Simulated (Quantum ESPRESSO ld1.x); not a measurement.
Results of a calculation; reference values are marked as such.
The technetium ion Tc29+, configuration [Ne] 3s2 3p2. Level of theory: Dirac Kohn-Sham, LDA (Slater exchange, Perdew-Zunger correlation), spin-unpolarised, spherical densities, point nucleus; open shells fill j = l - 1/2 first (ld1.x of Quantum ESPRESSO 7.5).

Normalised radial functions P(r) = r R(r) (large component), r in bohr:

| r | 2p1/2 | 2p3/2 | 3d5/2 |
|---|---|---|---|
| 0.003409 | 0.0407 | 0.0243 | 0.0001 |
| 0.003844 | 0.0490 | 0.0305 | 0.0001 |
| 0.004334 | 0.0591 | 0.0383 | 0.0002 |
| 0.004887 | 0.0713 | 0.0479 | 0.0003 |
| 0.00551 | 0.0863 | 0.0600 | 0.0004 |
| 0.006163 | 0.1032 | 0.0738 | 0.0006 |
| 0.006949 | 0.1250 | 0.0919 | 0.0008 |
| 0.007835 | 0.1515 | 0.1144 | 0.0012 |
| 0.008834 | 0.1835 | 0.1419 | 0.0016 |
| 0.00996 | 0.2221 | 0.1756 | 0.0023 |
| 0.01123 | 0.2685 | 0.2167 | 0.0033 |
| 0.01266 | 0.3241 | 0.2665 | 0.0046 |
| 0.01428 | 0.3903 | 0.3265 | 0.0064 |
| 0.0161 | 0.4686 | 0.3983 | 0.0089 |
| 0.018 | 0.5541 | 0.4775 | 0.0121 |
| 0.0203 | 0.6603 | 0.5769 | 0.0168 |
| 0.02289 | 0.7830 | 0.6928 | 0.0232 |
| 0.0258 | 0.9231 | 0.8264 | 0.0319 |
| 0.02909 | 1.0810 | 0.9785 | 0.0437 |
| 0.0328 | 1.2561 | 1.1489 | 0.0594 |
| 0.03699 | 1.4468 | 1.3363 | 0.0804 |
| 0.0417 | 1.6499 | 1.5381 | 0.1080 |
| 0.04702 | 1.8602 | 1.7496 | 0.1441 |
| 0.05259 | 2.0567 | 1.9499 | 0.1871 |
| 0.0593 | 2.2587 | 2.1593 | 0.2454 |
| 0.06686 | 2.4409 | 2.3524 | 0.3186 |
| 0.07538 | 2.5903 | 2.5164 | 0.4090 |
| 0.08499 | 2.6936 | 2.6376 | 0.5185 |
| 0.09583 | 2.7379 | 2.7024 | 0.6482 |
| 0.108 | 2.7128 | 2.6993 | 0.7978 |
| 0.1218 | 2.6123 | 2.6207 | 0.9652 |
| 0.1374 | 2.4363 | 2.4648 | 1.1456 |
| 0.1536 | 2.2103 | 2.2546 | 1.3186 |
| 0.1732 | 1.9159 | 1.9723 | 1.4984 |
| 0.1953 | 1.5881 | 1.6507 | 1.6582 |
| 0.2202 | 1.2521 | 1.3148 | 1.7817 |
| 0.2483 | 0.9332 | 0.9907 | 1.8522 |
| 0.2799 | 0.6530 | 0.7014 | 1.8553 |
| 0.3156 | 0.4256 | 0.4630 | 1.7825 |
| 0.3559 | 0.2561 | 0.2825 | 1.6337 |
| 0.4012 | 0.1408 | 0.1577 | 1.4199 |
| 0.4488 | 0.0736 | 0.0836 | 1.1803 |
| 0.506 | 0.0329 | 0.0380 | 0.9073 |
| 0.5705 | 0.0129 | 0.0152 | 0.6467 |
| 0.6433 | 0.0044 | 0.0053 | 0.4232 |
| 0.7253 | 0.0013 | 0.0016 | 0.2515 |
| 0.8177 | 0.0003 | 0.0004 | 0.1342 |
| 0.922 | 0.0001 | 0.0001 | 0.0633 |
| 1.04 | 0.0000 | 0.0000 | 0.0261 |
| 1.172 | 0.0000 | 0.0000 | 0.0092 |
| 1.311 | 0.0000 | 0.0000 | 0.0030 |
| 1.478 | 0.0000 | 0.0000 | 0.0007 |
| 1.667 | 0.0000 | 0.0000 | 0.0001 |
| 1.879 | 0.0000 | 0.0000 | 0.0000 |
| 2.119 | 0.0000 | 0.0000 | 0.0000 |

2p1/2: eigenvalue -4184.1 eV, 0 radial nodes, <r> = 0.125 bohr, 90 % of the charge inside 0.204 bohr. 2p3/2: eigenvalue -4062.8 eV, 0 radial nodes, <r> = 0.130 bohr, 90 % of the charge inside 0.210 bohr. 3d5/2 (empty): eigenvalue -1461.9 eV, 0 radial nodes, <r> = 0.314 bohr, 90 % of the charge inside 0.478 bohr.
